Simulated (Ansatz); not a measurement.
Ansatz (a program for electronic structure) input (RI-MP2/def2-TZVPP):
A basis named .json is the Basis Set Exchange file of that set.

Ansatz 0.2 input:
```yaml
crystal:
  periodic: [false, false, false]
  atoms:
    - {symbol: C, position_ang: [-3.01133968, -0.36314930, -0.18805990]}
    - {symbol: O, position_ang: [-1.91370037, 0.46661428, 0.21245495]}
    - {symbol: B, position_ang: [-0.62523371, 0.18616719, 0.08546198]}
    - {symbol: I, position_ang: [0.78760724, 1.64465408, 0.78684586]}
    - {symbol: I, position_ang: [0.08729840, -1.65980935, -0.78964452]}
    - {symbol: H, position_ang: [-3.91894759, 0.17810794, 0.06500327]}
    - {symbol: H, position_ang: [-2.97767401, -1.31216012, 0.34548929]}
    - {symbol: H, position_ang: [-2.96956775, -0.54757298, -1.26075402]}
basis:
  gaussian:
    orbitals: def2-TZVPP
    fitting: {mean_field: def2-universal-jkfit, correlation: def2-TZVPP-RIFIT.json}
magnetization: {spin_polarized: false}
correlation: {method: mp2, electrons: outside_noble_gas}
```

Output:

```
Functional definition: HF
integrals: 0.29 GiB planned
717 factors; integrals over basis functions are off by at most 9.2e-1 eV
0.60 GiB of device memory are held for the factors and their scratch space
mean field: 1.15 GiB planned
mean field evaluation 1: about -19933.6046 eV, gradient 3.2e1 eV
mean field evaluation 2: about -19935.3349 eV, gradient 2.0e1 eV
mean field evaluation 4: about -19936.0588 eV, gradient 1.1e0 eV
mean field evaluation 8: about -19936.0631 eV, gradient 1.2e-6 eV
mean field -19936.06314462 eV, -732.6368074160 hartree, gradient 1.2e-6 eV, S^2 0.000000; 0 other end points of the search recorded, 0 dependent functions left out
21 core orbitals not correlated
686 factors; their error is unknown
reference -19936.06314462 eV, -732.6368074160 hartree; 15, 15 occupied and 199, 199 virtual orbitals, 686 factors
second order -21.25948847 eV of doubles, -0.00000000 eV of singles
Total energy: -19957.32263309 eV, -733.4180792069 hartree
```
